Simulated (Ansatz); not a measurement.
Level of theory: Ansatz (a first-principles code) with frozen-core CCSD(T)/cc-pVTZ // PBE0-D3(BJ)/def2-TZVP.

Ansatz 0.2 input:
```yaml
crystal:
  periodic: [false, false, false]
  atoms:
    - { symbol: O, position_ang: [1.263356, 0.49937, -0.194798] }
    - { symbol: Ge, position_ang: [-0.436817, 0.021384, 0.050606] }
    - { symbol: H, position_ang: [1.860032, -0.251677, -0.20164] }
    - { symbol: H, position_ang: [-0.589358, -0.698961, 1.404265] }
    - { symbol: H, position_ang: [-1.2084, 1.343307, 0.029553] }
    - { symbol: H, position_ang: [-0.888813, -0.913423, -1.087985] }
basis:
  gaussian: { orbitals: cc-pVTZ }
correlation:
  method: ccsd_t
```

Output:

```
Functional definition: HF
764 factors; integrals over basis functions are off by at most 8.9e-4 eV
mean field evaluation 1: about -58573.7812 eV, gradient 3.6e1 eV
mean field evaluation 2: about -58573.8371 eV, gradient 3.6e1 eV
mean field evaluation 4: about -58576.3065 eV, gradient 2.2e0 eV
mean field evaluation 8: about -58576.3270 eV, gradient 6.8e-2 eV
mean field evaluation 16: about -58575.1942 eV, gradient 2.6e1 eV
mean field -58576.32707139 eV, -2152.6403154129 hartree, gradient 9.8e-7 eV, S^2 0.000000; 0 other end points of the search recorded, 0 dependent functions left out
10 core orbitals not correlated
reference -58576.32707139 eV, -2152.6403154129 hartree; 12, 12 occupied and 107, 107 virtual orbitals, 764 factors
second order -12.45454329 eV of doubles, -0.00000000 eV of singles
cycle   1  -12.53521229 eV  change   -8.1e-2 eV  update   8.4e-2
cycle   2  -12.92582432 eV  change   -3.9e-1 eV  update   2.5e-2
cycle   3  -12.99704261 eV  change   -7.1e-2 eV  update   1.2e-2
cycle   4  -12.98839752 eV  change    8.6e-3 eV  update   2.6e-3
cycle   5  -12.98849939 eV  change   -1.0e-4 eV  update   1.2e-3
cycle   6  -12.98874759 eV  change   -2.5e-4 eV  update   3.1e-4
cycle   7  -12.98856524 eV  change    1.8e-4 eV  update   1.3e-4
cycle   8  -12.98856870 eV  change   -3.5e-6 eV  update   4.2e-5
cycle   9  -12.98858628 eV  change   -1.8e-5 eV  update   1.5e-5
perturbative correction -0.45957218 eV, -0.0168889662 hartree
Total energy: -58589.77522985 eV, -2153.1345261209 hartree
```

Cost: around 15 core-seconds (rough).
